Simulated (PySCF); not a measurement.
J couplings in C₃H₈BrGeN

Molfile (atoms numbered from 1):
```
C3H8BrGeN
     RDKit          3D

 14 13  0  0  0  0  0  0  0  0999 V2000
    0.9628   -0.8877   -0.2565 C   0  0  0  0  0  0  0  0  0  0  0  0
    0.7365    0.3121    0.2752 C   0  0  0  0  0  0  0  0  0  0  0  0
   -0.5815    0.7767    0.8303 C   0  0  0  0  0  0  0  0  0  0  0  0
   -1.6603   -0.1778    0.7212 N   0  0  0  0  0  0  0  0  0  0  0  0
   -2.9727   -0.0366   -0.5119 Ge  0  0  0  0  0  4  0  0  0  0  0  0
   -4.2414    1.8871   -0.1464 Br  0  0  0  0  0  0  0  0  0  0  0  0
    0.1581   -1.6263   -0.3137 H   0  0  0  0  0  0  0  0  0  0  0  0
    1.9450   -1.1630   -0.6475 H   0  0  0  0  0  0  0  0  0  0  0  0
    1.5475    1.0495    0.3276 H   0  0  0  0  0  0  0  0  0  0  0  0
   -0.4378    1.0678    1.8875 H   0  0  0  0  0  0  0  0  0  0  0  0
   -0.8555    1.7268    0.3322 H   0  0  0  0  0  0  0  0  0  0  0  0
   -1.8657   -0.6961    1.5662 H   0  0  0  0  0  0  0  0  0  0  0  0
   -3.9078   -1.2419   -0.3696 H   0  0  0  0  0  0  0  0  0  0  0  0
   -2.3604    0.1600   -1.9025 H   0  0  0  0  0  0  0  0  0  0  0  0
  1  2  2  0
  2  3  1  0
  3  4  1  0
  4  5  1  0
  5  6  1  0
  1  7  1  0
  1  8  1  0
  2  9  1  0
  3 10  1  0
  3 11  1  0
  4 12  1  0
  5 13  1  0
  5 14  1  0
M  END
```

Indirect spin–spin couplings were computed at B3LYP/pcJ-1 (pcSseg-1 on Br, pcSseg-1 on Ge) (spin–dipole term only in couplings to heteroatoms) (PySCF) on a PBE0-D3(BJ)/def2-SVP structure, for the isolated molecule, without vibrational or relativistic corrections. Couplings are averaged over pairs made equivalent by symmetry, fast rotation or ring inversion, so a value needn't be that of the named pair in this geometry, while other rotamers aren't included; one pair stands for each set, and the list holds a selection of those of at least 1.5 Hz over up to four bonds.

Isotopes: ¹³C, ¹H, ¹⁵N.

| pair | bonds | J (Hz) |
| --- | --- | --- |
| C1, C2 | 1 | 80.5 |
| C1, H7 | 1 | 167.1 |
| C1, H8 | 1 | ? |
| C2, C3 | 1 | 47.8 |
| C2, H9 | 1 | 159.2 |
| C3, N4 | 1 | -10.3 |
| C3, H10 | 1 | ? |
| N4, H12 | 1 | -87.2 |
| C2, H7 | 2 | -3.2 |
| C2, H10 | 2 | -5.5 |
| C3, H9 | 2 | 10.7 |
| N4, H13 | 2 | ? |
| H7, H8 | 2 | 3.2 |
| H10, H11 | 2 | -22.9 |
| H13, H14 | 2 | 34.6 |
| C1, N4 | 3 | -3.0 |
| C1, H10 | 3 | 5.7 |
| C3, H7 | 3 | 7.7 |
| C3, H13 | 3 | ? |
| N4, H9 | 3 | -5.4 |
| H7, H9 | 3 | ? |
| H9, H10 | 3 | ? |
| H10, H12 | 3 | 10.4 |
| H12, H13 | 3 | 4.4 |
| H7, H10 | 4 | ? |
| H8, H10 | 4 | ? |

Problem. Estimate the withheld couplings, with signs.

Solution. 
- ¹J(C1,H8) = 169.2 Hz (bond length 1.092 Å, sp2 carbon)
- ¹J(C3,H10) = 138.4 Hz (bond length 1.106 Å, sp3 carbon)
- ²J(N4,H13) = -9.7 Hz (angle at Ge5 109°)
- ³J(C3,H13) = 3.4 Hz (mean over equivalent pairs that range from 0.1 to 6.6 Hz in this conformer)
- ³J(H7,H9) = 18.0 Hz (dihedral angle 180°)
- ³J(H9,H10) = 3.6 Hz (dihedral angle 58°)
- ⁴J(H7,H10) = -3.1 Hz
- ⁴J(H8,H10) = -3.2 Hz

Relativistic effects of the heavier atoms present are left out.
